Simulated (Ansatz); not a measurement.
Conformers of C2H8GeO2Si, SMILES `O[SiH2]/C=[CH]\[GeH2][OH]`, each relaxed with PBE0-D4/def2-TZVP in Ansatz. CBS adds the triple-zeta coupled-cluster correction to the MP2 limit.

Outer-core shells of Ge are correlated without core-valence functions. Scalar relativity is left out up to krypton. Spin–orbit coupling is left out.

Not all of them had a frequency check.

Conformer A:

Cartesian coordinates in Å:
```
O -0.528 -0.824 1.603
Si -1.505 -1.392 0.395
C -1.096 -0.377 -1.096
C -0.089 0.496 -1.158
Ge 1.222 0.968 0.199
O 2.244 2.064 -0.791
H -0.146 -1.456 2.213
H -1.245 -2.842 0.170
H -2.941 -1.237 0.754
H -1.725 -0.497 -1.980
H 0.075 1.054 -2.081
H 0.672 1.775 1.388
H 2.105 -0.201 0.677
H 2.956 2.467 -0.291
```

Conformer B:

Z-matrix (Å, degrees):
```
Si
C 1 1.850
O 1 1.654 2 105.4
H 1 1.491 2 112.2 3 119.7
H 1 1.488 2 110.3 3 -120.1
C 2 1.335 1 124.3 3 -10.6
H 2 1.092 1 117.6 3 168.1
H 3 0.957 1 118.6 2 145.2
Ge 6 1.955 2 129.3 1 -1.7
H 6 1.092 2 118.6 1 178.5
O 9 1.795 6 104.4 2 -173.5
H 9 1.541 6 112.9 2 -57.1
H 9 1.529 6 114.3 2 74.6
H 11 0.959 9 112.6 6 78.7
```

Task: Which is lowest in electronic energy at CCSD(T)/CBS (frozen core, def2 sets), and by how much? (An estimate is asked.)

Result: Ansatz gave: A; B lies 2.0 kJ/mol higher. Gaps under about 2 kJ/mol don't settle the order.

Task: Give the energies relative to A (kJ/mol) with B3LYP-D4/def2-TZVPP, ωB97X-V/def2-TZVPP, B2PLYP/def2-TZVPP, r2SCAN/def2-TZVPP, HF/def2-TZVPP, SCS-MP2/def2-QZVPP, MP2/CBS(def2). (Estimate.)

Result: Computed: 
```json
{"level": "B3LYP-D4/def2-TZVPP", "B": "1.9"}
{"level": "ωB97X-V/def2-TZVPP", "B": "1.8"}
{"level": "B2PLYP/def2-TZVPP", "B": "1.6"}
{"level": "r2SCAN/def2-TZVPP", "B": "2.1"}
{"level": "HF/def2-TZVPP", "B": "1.8"}
{"level": "SCS-MP2/def2-QZVPP", "B": "1.7"}
{"level": "MP2/CBS(def2)", "B": "2.0"}
```

B3LYP here is the variant with VWN-RPA as its local correlation; programs differ in this.
